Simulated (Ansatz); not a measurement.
A nudged elastic band was laid between two geometries of C2H6OSi (10 atoms, charge 0, multiplicity 1).

Level of theory: RKS PBE-D4/def2-SVP (Ansatz 0.2.0).

```
movable images  : 5
climbing image  : yes
spring          : 5.0 eV/Å²
optimiser       : quadratic models (default)
start path      : straight line
force threshold : 0.05 eV/Å
iteration limit : 60
end points      : relaxed
```

Initial state:

```xyz
10
Properties=species:S:1:pos:R:3
O -1.283 0.754 -1.674
Si -0.893 0.270 -0.115
C 0.382 -1.017 0.302
C 0.785 0.465 0.661
H -0.562 0.721 -2.326
H -2.137 0.414 0.690
H 0.980 -1.492 -0.497
H 0.221 -1.710 1.148
H 0.881 0.712 1.734
H 1.626 0.882 0.077
```

Final state:

```xyz
10
Properties=species:S:1:pos:R:3
O -0.963 0.469 -1.856
Si -0.811 0.234 -0.197
C 0.362 -1.082 0.364
C 0.846 0.385 0.642
H -1.059 1.401 -2.120
H -2.065 0.522 0.566
H 0.931 -1.638 -0.402
H 0.128 -1.705 1.244
H 0.907 0.695 1.700
H 1.723 0.719 0.059
```

(1) What changes between the two ends?

(2) Give the energies along the band, and the barrier.

(3) What is the geometry of the highest image?

## Answers

(1) No bond is made or broken. The dihedral H5–O1–Si2–C4 goes from 31 to -84°.

(2) The run converged. The highest image is number 3 of 0 to 6, 0.007 eV above the first end and 0.019 eV above the last; the last end lies 0.012 eV below the first. The top lies less than 8 meV above the higher end, about what the thresholds resolve: that end is a shoulder or a very shallow well. Another band between the same ends (5 images) ends at a top of the same energy, where a vibrational analysis finds 1 clearly imaginary mode.

| image | path coordinate (Å) | energy (eV) | dihedral H5–O1–Si2–C4 (°) |
| --- | --- | --- | --- |
| 0 | 0.00 | 0.000 | 31 |
| 1 | 0.20 | 0.002 | 16 |
| 2 | 0.41 | 0.005 | -2 |
| 3 | 0.61 | 0.007 | -21 |
| 4 | 0.84 | 0.001 | -45 |
| 5 | 1.07 | -0.008 | -66 |
| 6 | 1.29 | -0.012 | -84 |

(3) 
```xyz
10
Properties=species:S:1:pos:R:3:forces:R:3
O -1.218 0.574 -1.760 0.01 -0.01 0.02
Si -0.895 0.209 -0.150 -0.02 0.00 0.00
C 0.364 -1.061 0.351 0.02 0.00 -0.03
C 0.794 0.430 0.601 -0.01 -0.01 0.02
H -0.583 1.190 -2.164 0.00 0.01 -0.01
H -2.127 0.396 0.669 0.00 0.00 0.00
H 0.934 -1.595 -0.430 0.00 -0.01 0.00
H 0.203 -1.688 1.245 0.00 0.01 0.00
H 0.898 0.745 1.654 0.00 0.02 0.00
H 1.632 0.800 -0.017 0.01 -0.01 0.00
```

The run took 3.3 min on 1 thread of Arm Neoverse N1, on a shared host, peak memory 0.13 GiB.
